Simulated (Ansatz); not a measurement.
`O=CCBr`, charge 0, multiplicity 1.

(1) Give a relaxed structure at PBE0-D4/def2-TZVP (Ansatz 0.2.0). (Estimate.)

## Answers

(1) Ansatz gave: 
Z-matrix (Å, degrees):
```
C
C 1 1.503
Br 1 1.938 2 108.6
H 1 1.087 2 111.1 3 119.6
H 1 1.091 2 110.7 3 -116.6
O 2 1.197 1 122.9 3 -128.6
H 2 1.109 1 115.1 3 51.5
```
